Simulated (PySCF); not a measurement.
# Ti: excitation energy

Ti [Ar] 3d2 4s2 (3F) → Ti [Ar] 3d4 (5D), as a difference of total energies. Calculation: PySCF 2.14, in ANO-RCC-VTZP (6s5p3d2f1g, 59 functions); scalar relativity by spin-free X2C-1e. Correlated levels: valence: [Ar] frozen; valence and next inner shell: [Ne] frozen. The calculations carry no spin-orbit coupling.

| method | excitation energy (eV) |
| --- | --- |
| UHF | 4.705 |
| LDA | 2.457 |
| PBE | 2.622 |
| PBE0 | 3.048 |
| r2SCAN | 2.868 |
| HSE06 | 3.061 |
| revPBE | 2.617 |
| SCS-MP2 (valence) | 5.215 |
| MP2 (valence and next inner shell) | 3.442 |
| SCS-MP2 (valence and next inner shell) | 4.490 |

**Question.** Estimate what MP2 (valence) gives.

**Answer.** 4.220 eV, closest to SCS-MP2 (valence and next inner shell) among the rows shown.

**Question.** Estimate what B3LYP gives.

**Answer.** 3.330 eV, closest to MP2 (valence and next inner shell) among the rows shown.

A first-order spin-orbit estimate (lowest level to lowest level, LS coupling) adds 0.017 eV.

In the upper state the promoted electron has a positive orbital energy at r2SCAN, so the basis confines it.
